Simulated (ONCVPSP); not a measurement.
# Which change was made? (S, ONCV)

S (Z = 16), optimised norm-conserving Vanderbilt (ONCV), made with ONCVPSP 4.0.1 (Wu-Cohen, non-relativistic). Core [Ne], reference 3s2 3p4. Waves: 3s: rc 1.40 bohr, ncon 4, nbas 8, qcut 5.6 1/bohr, 3 projectors, debl 0.7 Ha; 3p: rc 1.45 bohr, ncon 5, nbas 9, qcut 5.3 1/bohr, 2 projectors, debl 3.7 Ha; d scattering state at 0.19 Ha: rc 1.50 bohr, ncon 4, nbas 7, qcut 7.6 1/bohr, 2 projectors, debl 2.3 Ha. Local part: polynomial inside 1.25 bohr (lpopt 5, dvloc0 0 Ha). Core correction: Teter function, fcfact 5.5, rcfact 1.35.

Cutoffs, loose and tight: the cutoffs (Ha) at which the residual kinetic energy of the hardest occupied pseudo-wave falls to 1 and 0.1 mHa per electron. They do not see the model core or the augmentation charge, which bear on the density cutoff. Test errors are all-electron minus pseudo excitation energies from the reference, over the configurations 3s2 3p3; 3s2 3p2; 3s2 3p1; 3s1 3p5; variants that change the core or the reference have their own tests.

The base gives: outcome: generated; cutoff, loose: 13 Ha; cutoff, tight: 17 Ha; bound ghosts: s; GHOST(+) flags above zero: s; largest test error (meV): +45.

Question: After one change the result is: outcome: generated, projector energies reset by the program; cutoff, loose: 13 Ha; cutoff, tight: 18 Ha; bound ghosts: s; GHOST(+) flags above zero: s; largest test error (meV): +30. Which change was it?
A. s: rc 1.96
B. reference 3s2 3p3
C. s: nproj 1
D. all radii but the core radius scaled by about 0.80 (s 1.12, p 1.16, d 1.20 bohr); local potential polynomial inside 1.00 bohr (lpopt 5, dvloc0 0 Ha)

Answer: B. The others give: s: nproj 1 → outcome: generated; cutoff, loose: 13 Ha; cutoff, tight: 17 Ha; bound ghosts: none; GHOST(+) flags above zero: none; largest test error (meV): +74 | s: rc 1.96 → outcome: generated; cutoff, loose: 11 Ha; cutoff, tight: 15 Ha; bound ghosts: none; GHOST(+) flags above zero: s; largest test error (meV): +66 | all radii but the core radius scaled by about 0.80 (s 1.12, p 1.16, d 1.20 bohr); local potential polynomial inside 1.00 bohr (lpopt 5, dvloc0 0 Ha) → outcome: generated; cutoff, loose: 166 Ha; cutoff, tight: 197 Ha; bound ghosts: s, p; GHOST(+) flags above zero: s, p; largest test error (meV): +30.
